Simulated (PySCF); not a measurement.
# Calculated properties of `CCCCC(=O)O[SiH3]`

C5H12O2Si.
Bonds: C1–C2, C2–C3, C3–C4, C4–C5, C5–O6 (double), C5–O7, O7–Si8. Hydrogens: H9, H10, H11 on C1; H12, H13 on C2; H14, H15 on C3; H16, H17 on C4; H18, H19, H20 on Si8.

PBE0-D3(BJ)/def2-SVP geometry optimisation, gas phase (PySCF):

| Item | Value |
| --- | --- |
| Rotational constants A, B, C | 7.405, 0.557, 0.528 GHz |

CAM-B3LYP/def2-SVPD ground state, ΔSCF and vertical TDDFT (core frozen in the response) (PySCF):

| Quantity | Value |
| --- | --- |
| Dipole moment | 1.65 D |
| HOMO energy | -9.76 eV |
| LUMO energy | 0.93 eV |
| HOMO–LUMO gap | 10.69 eV |
| Lowest singlet excitation | 5.92 eV (209 nm, f = 0.000) |
| Strongest line among the 10 lowest singlet transitions | S7 at 8.55 eV (145 nm, f = 0.094) |
| Lowest triplet excitation (Tamm–Dancoff) | 5.42 eV |
| Static isotropic polarisability | 94.2 au |
| Vertical ionisation energy | 10.53 eV |
| Electronic spatial extent ⟨r²⟩ about the centre of nuclear charge | 2136 bohr² |

CAM-B3LYP/pcSseg-1 ground state and GIAO shieldings, non-relativistic (PySCF):

| Property | Result |
| --- | --- |
| 13C chemical shifts (computed TMS as zero) by class | 185.5 (C5), 37.2 (C4), 29.4 (C3), 25.8 (C2), 16.4 (C1) ppm |
| 1H chemical shifts (computed TMS as zero) by class | 4.70 (H18/H19/H20), 2.20 (H16/H17), 1.40 (H14/H15), 1.10 (H12/H13), 1.08 (H9/H10/H11) ppm |
| Isotropic shieldings of nuclei other than C and H, by class | -123 (O6), 140 (O7), 381 (Si8) ppm |

Monoisotopic mass (most abundant isotopes): 132.0607 u.

No computed singlet falls in the visible range (750 to 380 nm, 1.65 to 3.26 eV); S1 lies 2.66 eV above its blue end. The principal polarisabilities are 78.3, 87.8 and 116.5 au; their mean is the isotropic value. The 10 singlets span 5.92 to 8.92 eV, and their oscillator strengths add up to 0.28. The largest Löwdin shares of the HOMO are 0.65 on O6, 0.10 on O7, 0.09 on C4 and 0.08 on C5. The rotational constants make it an asymmetric top with κ = (2B − A − C)/(A − C) = -0.99, nearer the prolate limit (−1). The ΔSCF ionisation energy exceeds −ε(HOMO) by 0.77 eV with CAM-B3LYP. In atomic units the dipole is 0.65 e·bohr (1 au = 2.5417 D). The polarisability is 13.96 Å³ as a volume (1 au = 0.148185 Å³), or 1.31 au for each of the 72 electrons.

 NMR classes are plain means over equivalent atoms (diastereotopic ones count apart unless rotation or inversion swaps them), as if these changed places fast; in this geometry the members of some classes differ.

The values belong to the conformer `[CH3:1][CH2:2][CH2:3][CH2:4][C:5](=[O:6])[O:7][SiH3:8]`: C1–C2–C3–C4 180°, C2–C3–C4–C5 178°, C3–C4–C5–O6 -7°, C4–C5–O7–Si8 178°.
